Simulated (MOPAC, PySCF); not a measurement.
H$_{6}$Al$_{2}$S$_{2}$, SMILES `[AlH2-]1[SH+][AlH2-][SH+]1`, neutral singlet in the gas phase. 

Z-matrix (Å, degrees):
```
Al
H 1 1.5760
H 1 1.5762 2 126.90
S 1 2.3854 2 108.13 3 129.57
H 4 1.3498 1 96.69 2 -154.23
Al 4 2.3854 5 96.70 1 86.67
H 6 1.5760 4 108.14 5 154.24
H 6 1.5761 7 126.90 4 129.58
S 1 2.3855 2 107.33 3 -130.05
H 9 1.3499 1 96.63 2 -13.98
```
Charge 0, multiplicity 1.

All levels are single points at this geometry (CAM-B3LYP-D3(BJ)/def2-SVP); Pople sets use spherical d functions. Orbital energies aren't observables, and empty levels follow the basis.

| level | HOMO (eV) | LUMO (eV) | gap (eV) | dipole (D) | vertical IE, Delta-SCF (eV) |
|---|---|---|---|---|---|
| CAM-B3LYP-D3(BJ)/def2-TZVP in PySCF | -9.57 | 0.34 | 9.91 | 0.01 | 10.34 |
| PBE-D3(BJ)/def2-TZVP in PySCF | -7.02 | -1.34 | 5.68 | 0.01 | 9.45 |
| TPSSh-D3(BJ)/def2-TZVP in PySCF | -7.69 | -0.84 | 6.85 | 0.01 | 9.82 |
| B3LYP/6-311+G** in PySCF | -8.06 | -1.00 | 7.06 | 0.01 | – |
| B3LYP/6-31G* in PySCF | -8.00 | -0.72 | 7.28 | 0.01 | 9.94 |
| BP86/6-31G* in PySCF | -7.12 | -1.32 | 5.80 | 0.01 | – |
| M06-2X/6-31G* in PySCF | -9.35 | 0.01 | 9.36 | 0.01 | – |
| PBE/6-31G* in PySCF | -7.01 | -1.30 | 5.71 | 0.01 | 9.48 |
| HF/3-21G in PySCF | -11.28 | 2.04 | 13.31 | 0.01 | – |
| HF/6-31G* in PySCF | -11.13 | 2.12 | 13.25 | 0.01 | 10.13 |
| HF/STO-3G in PySCF | -7.77 | 9.92 | 17.69 | 0.01 | – |
| AM1 in MOPAC | -10.54 | -1.90 | 8.64 | 0.01 | – |
| PM3 in MOPAC | -10.28 | -3.49 | 6.79 | 0.01 | – |
